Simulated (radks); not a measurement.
The fluorine anion F- inside a hard spherical wall (all orbitals vanish at R), configuration held at [Ne] and not refilled when levels cross. Calculated with a radial shooting solver on a logarithmic mesh with Libxc functionals: non-relativistic Kohn-Sham, PBEsol, spin-unpolarised, spherical densities, point nucleus. Eigenvalues in eV, with the zero of energy where the potential of the charges vanishes at infinity; a dash marks a level that is unbound or too diffuse for the functional's potential to be trusted. A positive occupied level is held by the wall or, in an anion where self-interaction has pushed it up, behind a barrier. The pressure on the wall is -dE/dV.

R (bohr)  E (hartree)  kinetic (hartree)    e(1s)    e(2s)   e(2p)  e(3s, empty)  e(3p, empty)  pressure (GPa)
20          -99.51349             99.196  -646.38  -16.718   1.375         2.414         2.608        < 0.0001
12          -99.51329             99.196  -646.31  -16.651   1.438         4.153         4.863         0.00159
10          -99.51291             99.198  -646.23  -16.579   1.506         5.085         6.185         0.00808
7           -99.50879             99.216  -645.76  -16.175   1.894         8.025        10.420           0.184
5           -99.48293             99.324  -644.17  -14.934   3.141        14.081        18.477            3.08
2.5         -98.51746            102.756  -622.96   -0.997  18.739        72.071        78.780             688
2           -96.84124            107.766  -601.65   13.780  35.050        130.51        132.28            3310
